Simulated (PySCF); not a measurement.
**Ionisation energy of Hf²⁺ by level of theory**

Hf²⁺ [Xe] 4f14 5d2 (3F) → Hf³⁺ [Xe] 4f14 5d1 (2D), as a difference of total energies. All numbers are calculated (PySCF 2.14, scalar relativity through the core potential, in def2-TZVPPD with the def2 core potential (60 electrons) (6s5p3d2f1g, 59 functions)). Correlated levels: valence: 5s2 5p6 frozen. The calculations carry no spin-orbit coupling.

| method | ionisation energy (eV) | difference from reference (eV) |
| --- | --- | --- |
| UHF | 21.453 | -1.097 |
| MP2 (valence) | 21.541 | -1.009 |
| SCS-MP2 (valence) | 21.482 | -1.068 |
| CCSD (valence) | 21.570 | -0.980 |

Reference: 22.55 ± 0.04 eV (theoretical estimate listed by NIST; NIST Atomic Spectra Database, ionization energies).

The reference lies between the lowest fine-structure levels, while these numbers refer to the centres of the terms.

Errors of the correlated levels include the incompleteness of this basis and the frozen core.

With two correlated electrons CCSD is exact in that space.
